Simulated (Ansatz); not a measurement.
The cluster PbSe2. The state is a singlet with charge 0. Geometry r2SCAN-D4/def2-TZVP, basis def2-TZVP, Ansatz.

```xyz
3

Pb    1.286   -0.733    0.449
Se   -0.150    0.560   -1.322
Se   -1.137    0.173    0.873
```

| run | HOMO (eV) | LUMO (eV) |
| --- | --- | --- |
| A | -4.84 | -3.35 |
| B | -4.64 | -3.45 |
| C | -7.67 | -1.19 |
| D | -6.51 | -2.20 |
| E | -4.57 | -3.35 |
| F | -5.22 | -3.12 |

In the def2 sets Pb takes a core potential; there is no spin–orbit coupling. The structure comes from a short search, and lower isomers may exist.

Problem. The runs used BHLYP, PBE, r2SCAN, r2SCANh, revPBE, ωB97M-V. Estimate which is which.

Solution. A r2SCAN (0 % exact exchange); B PBE (0 % exact exchange); C ωB97M-V (range-separated); D BHLYP (50 % exact exchange); E revPBE (0 % exact exchange); F r2SCANh (10 % exact exchange). Exact exchange lowers occupied and raises empty levels; among semilocal functionals meta-GGAs tend to open the gap a little, and such runs are hard to tell apart. The gap grows from 1.19 eV (PBE) to 6.48 eV (ωB97M-V).
